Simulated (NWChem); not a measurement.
# HS$_{2}$, doublet; SMILES [S]S

Results from NWChem. Spin-unrestricted. In the optimisation the excess spin sits in a" (Cs, its own frame). No stability test was run on the SCF state. Each level has its own optimisation; frequencies are unscaled.

Question: Taking UHF/pcseg-2 as the yardstick, which of these has the fewest basis functions while keeping “r S–S (Å)” within 0.01 Å of it: UHF/aug-pcseg-1; UHF/3-21G; UHF/pcseg-1?

Answer: none of them.
```
level            basis functions  r S–S (Å)  relative time (rough)
---------------  ---------------  ---------  ---------------------
UHF/3-21G                     28      2.248                      1
UHF/pcseg-1                   41      2.006                      3
UHF/aug-pcseg-1               63      2.006                      7
UHF/pcseg-2                   82      1.985                     10
```

The yardstick is one finite set, not the basis-set limit.
